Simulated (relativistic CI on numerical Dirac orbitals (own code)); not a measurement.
# Er3+: M4,5 absorption edge

Computed with this model: Dirac-Coulomb-Breit CI, separate exchange-only KLI orbitals for each configuration, a model potential for QED, valence Slater integrals scaled by 0.8, multiplet model of core-to-valence dipole absorption; configurations [Xe] 4f11 → [Ar] 3d9 4s2 4p6 4d10 4f12 5s2 5p6; 10 K; Lorentzian 0.6 eV and Gaussian 0.4 eV FWHM. Energies are those of the free ion, without screening or charge transfer. The branching ratio is the share of the lower-energy edge in the whole absorption, uncertain by about 0.02 where the edges overlap. S is read from ⟨S²⟩ = S(S + 1).

free ion: ground-state S = 1.48, centroid 1410.35 eV, branching ratio 0.930. Peaks (eV, height): 1405.6 (57), 1407.9 (100), 1410.2 (20), 1448.5 (8).

The statistical ratio of this edge is 3/5 = 0.600. Values above it arise where the holes sit mainly in the j = l + 1/2 valence subshell or the ground state has high spin; values below it where core-valence Coulomb terms move weight to the upper edge, as in nearly empty shells.

Strongest unbroadened transitions for free ion:

| Energy (eV) | Relative strength |
| --- | --- |
| 1404.73 | 5.0 |
| 1405.20 | 0.1 |
| 1405.60 | 55.1 |
| 1406.28 | 0.1 |
| 1407.10 | 4.3 |
| 1407.94 | 100.0 |
| 1408.96 | 1.8 |
| 1410.17 | 17.5 |
| 1411.75 | 1.8 |
| 1412.04 | 2.0 |
| 1448.16 | 4.3 |
| 1448.58 | 5.9 |
| 1449.55 | 3.5 |
| 1452.30 | 0.2 |
| 1452.78 | 0.2 |
